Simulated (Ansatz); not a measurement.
# Molecular dynamics of C2H9NOSi

Input:

```yaml
crystal:
  periodic: [false, false, false]
  atoms:
    - { symbol: Si, position_ang: [0.143397, -0.082834, -0.146052] }
    - { symbol: H, position_ang: [-0.25095, 0.185466, 1.296476] }
    - { symbol: O, position_ang: [1.878452, -0.326037, -0.262714] }
    - { symbol: H, position_ang: [2.317397, -0.98694, 0.318385] }
    - { symbol: H, position_ang: [-0.04311, 1.057677, -1.108055] }
    - { symbol: "N", position_ang: [-0.94343, -1.390186, -0.649379] }
    - { symbol: C, position_ang: [-1.483337, -2.378956, 0.286469] }
    - { symbol: H, position_ang: [-1.336092, -2.035104, 1.323586] }
    - { symbol: H, position_ang: [-2.571388, -2.512095, 0.121573] }
    - { symbol: H, position_ang: [-1.003849, -3.375065, 0.177355] }
    - { symbol: C, position_ang: [-1.17865, -1.691527, -2.065023] }
    - { symbol: H, position_ang: [-2.261963, -1.831514, -2.254156] }
    - { symbol: H, position_ang: [-0.825072, -0.855708, -2.690577] }
    - { symbol: H, position_ang: [-0.654505, -2.613176, -2.393987] }
basis:
  gaussian: { orbitals: "6-31G" }
hamiltonian:
  xc: pbe
  dispersion: d4
md:
  timestep: 0.25
  n_steps: 166
  ensemble: nve
  temperature: 1500.0
  initial_velocities: maxwell_boltzmann
  seed: 930930
  masses: [{ species: H, mass: 2.014 }]
```

Launched with:

```bash
$ ansatz run input.yaml --threads 1 --pin off --max-ram 2048MiB --backend cpu --events-out ev --progress --plain --runs-dir out
```

It starts from a relaxed structure.

Output, in part (one step line in 3, the closing report, with atoms numbered from 0):

```
md step     0: t =     0.00 fs  T =  1500.0 K  F+E_penalty+E_count = -13622.31324906 eV  E_kin = 2.326680 eV  conserved = -13619.98656908 eV  (26 SCF iters)
md step     3: t =     0.75 fs  T =  1468.7 K  F+E_penalty+E_count = -13622.26452009 eV  E_kin = 2.278062 eV  conserved = -13619.98645794 eV  (29 SCF iters)
md step     6: t =     1.50 fs  T =  1383.0 K  F+E_penalty+E_count = -13622.13147950 eV  E_kin = 2.145252 eV  conserved = -13619.98622765 eV  (28 SCF iters)
md step     9: t =     2.25 fs  T =  1262.7 K  F+E_penalty+E_count = -13621.94462249 eV  E_kin = 1.958651 eV  conserved = -13619.98597183 eV  (29 SCF iters)
md step    12: t =     3.00 fs  T =  1129.7 K  F+E_penalty+E_count = -13621.73810198 eV  E_kin = 1.752305 eV  conserved = -13619.98579747 eV  (30 SCF iters)
md step    15: t =     3.75 fs  T =   999.4 K  F+E_penalty+E_count = -13621.53588973 eV  E_kin = 1.550150 eV  conserved = -13619.98573936 eV  (24 SCF iters)
md step    18: t =     4.50 fs  T =   877.6 K  F+E_penalty+E_count = -13621.34697132 eV  E_kin = 1.361226 eV  conserved = -13619.98574555 eV  (26 SCF iters)
md step    21: t =     5.25 fs  T =   764.5 K  F+E_penalty+E_count = -13621.17163617 eV  E_kin = 1.185893 eV  conserved = -13619.98574325 eV  (24 SCF iters)
md step    24: t =     6.00 fs  T =   660.8 K  F+E_penalty+E_count = -13621.01069283 eV  E_kin = 1.024990 eV  conserved = -13619.98570279 eV  (23 SCF iters)
md step    27: t =     6.75 fs  T =   570.0 K  F+E_penalty+E_count = -13620.86978816 eV  E_kin = 0.884152 eV  conserved = -13619.98563604 eV  (24 SCF iters)
md step    30: t =     7.50 fs  T =   498.1 K  F+E_penalty+E_count = -13620.75822357 eV  E_kin = 0.772656 eV  conserved = -13619.98556790 eV  (24 SCF iters)
md step    33: t =     8.25 fs  T =   451.4 K  F+E_penalty+E_count = -13620.68575027 eV  E_kin = 0.700235 eV  conserved = -13619.98551499 eV  (23 SCF iters)
md step    36: t =     9.00 fs  T =   434.9 K  F+E_penalty+E_count = -13620.66008354 eV  E_kin = 0.674598 eV  conserved = -13619.98548532 eV  (23 SCF iters)
md step    39: t =     9.75 fs  T =   451.3 K  F+E_penalty+E_count = -13620.68557547 eV  E_kin = 0.700089 eV  conserved = -13619.98548598 eV  (24 SCF iters)
md step    42: t =    10.50 fs  T =   500.6 K  F+E_penalty+E_count = -13620.76202113 eV  E_kin = 0.776491 eV  conserved = -13619.98553027 eV  (23 SCF iters)
md step    45: t =    11.25 fs  T =   578.4 K  F+E_penalty+E_count = -13620.88277453 eV  E_kin = 0.897142 eV  conserved = -13619.98563232 eV  (24 SCF iters)
md step    48: t =    12.00 fs  T =   675.3 K  F+E_penalty+E_count = -13621.03320943 eV  E_kin = 1.047426 eV  conserved = -13619.98578316 eV  (24 SCF iters)
md step    51: t =    12.75 fs  T =   777.8 K  F+E_penalty+E_count = -13621.19242270 eV  E_kin = 1.206488 eV  conserved = -13619.98593483 eV  (23 SCF iters)
md step    54: t =    13.50 fs  T =   872.8 K  F+E_penalty+E_count = -13621.33977412 eV  E_kin = 1.353747 eV  conserved = -13619.98602717 eV  (24 SCF iters)
md step    57: t =    14.25 fs  T =   951.9 K  F+E_penalty+E_count = -13621.46251628 eV  E_kin = 1.476466 eV  conserved = -13619.98604980 eV  (24 SCF iters)
md step    60: t =    15.00 fs  T =  1012.7 K  F+E_penalty+E_count = -13621.55692039 eV  E_kin = 1.570859 eV  conserved = -13619.98606101 eV  (23 SCF iters)
md step    63: t =    15.75 fs  T =  1053.9 K  F+E_penalty+E_count = -13621.62089116 eV  E_kin = 1.634775 eV  conserved = -13619.98611663 eV  (22 SCF iters)
md step    66: t =    16.50 fs  T =  1070.9 K  F+E_penalty+E_count = -13621.64729136 eV  E_kin = 1.661102 eV  conserved = -13619.98618929 eV  (24 SCF iters)
md step    69: t =    17.25 fs  T =  1058.0 K  F+E_penalty+E_count = -13621.62724030 eV  E_kin = 1.641034 eV  conserved = -13619.98620649 eV  (30 SCF iters)
md step    72: t =    18.00 fs  T =  1014.1 K  F+E_penalty+E_count = -13621.55913089 eV  E_kin = 1.572992 eV  conserved = -13619.98613916 eV  (29 SCF iters)
md step    75: t =    18.75 fs  T =   945.5 K  F+E_penalty+E_count = -13621.45261182 eV  E_kin = 1.466594 eV  conserved = -13619.98601800 eV  (24 SCF iters)
md step    78: t =    19.50 fs  T =   863.2 K  F+E_penalty+E_count = -13621.32478786 eV  E_kin = 1.338896 eV  conserved = -13619.98589211 eV  (23 SCF iters)
md step    81: t =    20.25 fs  T =   778.8 K  F+E_penalty+E_count = -13621.19386475 eV  E_kin = 1.208076 eV  conserved = -13619.98578918 eV  (24 SCF iters)
md step    84: t =    21.00 fs  T =   702.2 K  F+E_penalty+E_count = -13621.07495622 eV  E_kin = 1.089238 eV  conserved = -13619.98571786 eV  (24 SCF iters)
md step    87: t =    21.75 fs  T =   640.1 K  F+E_penalty+E_count = -13620.97854780 eV  E_kin = 0.992867 eV  conserved = -13619.98568047 eV  (23 SCF iters)
md step    90: t =    22.50 fs  T =   595.9 K  F+E_penalty+E_count = -13620.91002997 eV  E_kin = 0.924350 eV  conserved = -13619.98567955 eV  (24 SCF iters)
md step    93: t =    23.25 fs  T =   569.7 K  F+E_penalty+E_count = -13620.86945392 eV  E_kin = 0.883741 eV  conserved = -13619.98571246 eV  (23 SCF iters)
md step    96: t =    24.00 fs  T =   558.6 K  F+E_penalty+E_count = -13620.85226259 eV  E_kin = 0.866503 eV  conserved = -13619.98575922 eV  (24 SCF iters)
md step    99: t =    24.75 fs  T =   558.7 K  F+E_penalty+E_count = -13620.85234471 eV  E_kin = 0.866564 eV  conserved = -13619.98578036 eV  (23 SCF iters)
md step   102: t =    25.50 fs  T =   568.4 K  F+E_penalty+E_count = -13620.86737131 eV  E_kin = 0.881631 eV  conserved = -13619.98574000 eV  (24 SCF iters)
md step   105: t =    26.25 fs  T =   591.5 K  F+E_penalty+E_count = -13620.90316320 eV  E_kin = 0.917513 eV  conserved = -13619.98565007 eV  (24 SCF iters)
md step   108: t =    27.00 fs  T =   635.6 K  F+E_penalty+E_count = -13620.97150207 eV  E_kin = 0.985911 eV  conserved = -13619.98559074 eV  (23 SCF iters)
md step   111: t =    27.75 fs  T =   705.2 K  F+E_penalty+E_count = -13621.07945327 eV  E_kin = 1.093801 eV  conserved = -13619.98565272 eV  (23 SCF iters)
md step   114: t =    28.50 fs  T =   794.3 K  F+E_penalty+E_count = -13621.21785739 eV  E_kin = 1.232014 eV  conserved = -13619.98584350 eV  (23 SCF iters)
md step   117: t =    29.25 fs  T =   886.0 K  F+E_penalty+E_count = -13621.36042477 eV  E_kin = 1.374348 eV  conserved = -13619.98607710 eV  (23 SCF iters)
md step   120: t =    30.00 fs  T =   959.7 K  F+E_penalty+E_count = -13621.47483025 eV  E_kin = 1.488576 eV  conserved = -13619.98625396 eV  (29 SCF iters)
md step   123: t =    30.75 fs  T =   999.1 K  F+E_penalty+E_count = -13621.53612210 eV  E_kin = 1.549798 eV  conserved = -13619.98632405 eV  (29 SCF iters)
md step   126: t =    31.50 fs  T =   997.9 K  F+E_penalty+E_count = -13621.53411543 eV  E_kin = 1.547830 eV  conserved = -13619.98628554 eV  (29 SCF iters)
md step   129: t =    32.25 fs  T =   959.2 K  F+E_penalty+E_count = -13621.47402076 eV  E_kin = 1.487857 eV  conserved = -13619.98616395 eV  (22 SCF iters)
md step   132: t =    33.00 fs  T =   894.2 K  F+E_penalty+E_count = -13621.37295109 eV  E_kin = 1.386952 eV  conserved = -13619.98599901 eV  (23 SCF iters)
md step   135: t =    33.75 fs  T =   817.7 K  F+E_penalty+E_count = -13621.25417565 eV  E_kin = 1.268337 eV  conserved = -13619.98583873 eV  (23 SCF iters)
md step   138: t =    34.50 fs  T =   744.3 K  F+E_penalty+E_count = -13621.14030041 eV  E_kin = 1.154573 eV  conserved = -13619.98572730 eV  (23 SCF iters)
md step   141: t =    35.25 fs  T =   684.4 K  F+E_penalty+E_count = -13621.04722482 eV  E_kin = 1.061539 eV  conserved = -13619.98568604 eV  (23 SCF iters)
md step   144: t =    36.00 fs  T =   641.7 K  F+E_penalty+E_count = -13620.98110482 eV  E_kin = 0.995398 eV  conserved = -13619.98570671 eV  (24 SCF iters)
md step   147: t =    36.75 fs  T =   614.8 K  F+E_penalty+E_count = -13620.93933286 eV  E_kin = 0.953571 eV  conserved = -13619.98576137 eV  (23 SCF iters)
md step   150: t =    37.50 fs  T =   598.8 K  F+E_penalty+E_count = -13620.91463639 eV  E_kin = 0.928826 eV  conserved = -13619.98581080 eV  (23 SCF iters)
md step   153: t =    38.25 fs  T =   589.6 K  F+E_penalty+E_count = -13620.90042165 eV  E_kin = 0.914599 eV  conserved = -13619.98582265 eV  (22 SCF iters)
md step   156: t =    39.00 fs  T =   586.4 K  F+E_penalty+E_count = -13620.89532939 eV  E_kin = 0.909545 eV  conserved = -13619.98578446 eV  (23 SCF iters)
md step   159: t =    39.75 fs  T =   592.5 K  F+E_penalty+E_count = -13620.90477982 eV  E_kin = 0.919061 eV  conserved = -13619.98571904 eV  (23 SCF iters)
md step   162: t =    40.50 fs  T =   613.8 K  F+E_penalty+E_count = -13620.93770130 eV  E_kin = 0.952023 eV  conserved = -13619.98567794 eV  (23 SCF iters)
md step   165: t =    41.25 fs  T =   653.7 K  F+E_penalty+E_count = -13620.99964893 eV  E_kin = 1.013948 eV  conserved = -13619.98570135 eV  (23 SCF iters)
md step   166: t =    41.50 fs  T =   671.0 K  F+E_penalty+E_count = -13621.02646524 eV  E_kin = 1.040741 eV  conserved = -13619.98572419 eV  (27 SCF iters)
Total energy: -13621.02649790 eV, -500.5634911343 hartree
Atom 0 at     0.087071    -0.136064    -0.233922 Å, force     1.032336     2.387892     1.496238 eV/Å
Atom 1 at    -0.373655     0.218957     1.182779 Å, force    -0.183313     0.073246    -0.348899 eV/Å
Atom 2 at     1.868598    -0.167140    -0.019538 Å, force    -1.292319     0.944843     0.228630 eV/Å
Atom 3 at     2.049026    -1.031498    -0.387253 Å, force     1.352895    -1.705478    -0.635870 eV/Å
Atom 4 at    -0.232817     0.865889    -1.344175 Å, force     0.021441     0.008083     0.261080 eV/Å
Atom 5 at    -0.608955    -1.629127    -0.735057 Å, force    -2.823991    -1.897748     2.570325 eV/Å
Atom 6 at    -1.512027    -2.362898     0.339634 Å, force     0.849348     3.380103     0.206556 eV/Å
Atom 7 at    -0.942179    -2.343639     1.289541 Å, force     0.019387    -0.673145    -0.269025 eV/Å
Atom 8 at    -2.475056    -1.768223     0.622871 Å, force     1.055163    -0.701634    -0.925069 eV/Å
Atom 9 at    -1.748479    -3.314911    -0.055745 Å, force    -0.267569    -1.484036    -0.199879 eV/Å
Atom 10 at    -1.216918    -1.620238    -2.062077 Å, force    -0.073764    -0.800018     0.389527 eV/Å
Atom 11 at    -2.352330    -1.422019    -2.067865 Å, force     1.317890     0.572434    -0.131108 eV/Å
Atom 12 at    -0.493046    -0.889628    -2.475873 Å, force    -1.208977    -0.303762    -1.799577 eV/Å
Atom 13 at    -1.124153    -2.660490    -2.418868 Å, force     0.201472     0.199220    -0.842930 eV/Å
Dipole moment:    -0.573809    -0.428095    -0.162061 e Å
```

All steps were run. The conserved energy stayed within 0.078 meV per atom of its start (net change 0.06 meV per atom), so the integration is sound. A run of 0.042 ps of so small a system gives no equilibrium averages. Limits of this set-up: no polarisation functions.

The same pairs are bonded in the first frame and the last. Pairs count as bonded within 1.25 times the sum of covalent radii (0.12 Å more for H–H).

Last frame:

```xyz
14
Properties=species:S:1:pos:R:3
Si 0.087 -0.136 -0.234
H -0.374 0.219 1.183
O 1.869 -0.167 -0.019
H 2.049 -1.032 -0.387
H -0.233 0.866 -1.344
N -0.609 -1.629 -0.735
C -1.512 -2.363 0.340
H -0.942 -2.344 1.290
H -2.475 -1.768 0.623
H -1.748 -3.315 -0.056
C -1.217 -1.620 -2.062
H -2.352 -1.422 -2.068
H -0.493 -0.890 -2.476
H -1.124 -2.660 -2.419
```

Time of the run: 9.4 min on 1 thread of Arm Neoverse V2, on a shared host, peak memory 0.12 GiB.
